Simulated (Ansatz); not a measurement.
A nudged elastic band was laid between two geometries of C₂H₅NOSi (10 atoms, charge 0, multiplicity 1).

The calculation used Ansatz, RKS B3LYP-D4/6-31G*.

- movable images: 5
- climbing image: yes
- spring: 20.0 eV/Å²
- optimiser: quadratic models (default)
- start path: through a guess of the saddle point
- force threshold: 0.05 eV/Å
- iteration limit: 60
- end points: relaxed

Image 0:

```xyz
10
Properties=species:S:1:pos:R:3
O -1.021 0.444 2.032
C -0.481 0.133 0.845
N -0.964 -0.744 0.033
C 0.004 -0.699 -1.119
Si 1.003 0.650 -0.196
H -1.819 -0.114 2.135
H 0.482 -1.672 -1.273
H -0.499 -0.413 -2.048
H 1.019 2.038 -0.732
H 2.359 0.325 0.326
```

Image 6:

```xyz
10
Properties=species:S:1:pos:R:3
O -0.948 0.283 1.663
C -0.755 0.298 0.273
N -0.683 -1.083 -0.322
C 0.479 -1.108 -0.886
Si 1.056 0.596 -0.311
H -1.786 -0.179 1.838
H 0.812 -1.984 -1.446
H -1.554 0.849 -0.247
H 1.369 1.658 -1.312
H 2.094 0.618 0.752
```

**Question.** What changes between the two ends?

**Answer.** Bonds broken: C4–H8. Bonds formed: C2–H8.

**Question.** Give the energies along the band, and the barrier.

**Answer.** The run ended unconverged. The highest image is number 4 of 0 to 6, 3.64 eV above the first end and 2.93 eV above the last; the last end lies 0.71 eV above the first. The band didn't meet its force threshold, so its energies are provisional: the largest band force was still 0.32 eV/Å, and over the last iterations the top stayed at 3.64 eV. Neighbouring images lie up to 2.5 Å apart, so the band is torn or far too coarse. The orbitals stay closed-shell, which can raise the energy where a bond breaks towards radicals; this wasn't checked here.

```
image  path coordinate (Å)  energy (eV)  C4–H8 (Å)  C2–H8 (Å)
    0                 0.00         0.00       1.09       2.94
    1                 2.49         2.14       2.68       3.78
    2                 4.99         1.48       2.80       4.97
    3                 7.49         2.03       2.70       2.94
    4                 9.99         3.64       2.48       1.97
    5                11.00         1.29       2.54       1.13
    6                12.02         0.71       2.89       1.10
```

The band took 60 iterations and of the order of 18 core-minutes.

Time of the run: 9.5 min on 2 threads of Arm Neoverse V2, with other jobs on the host, peak memory 0.18 GiB.
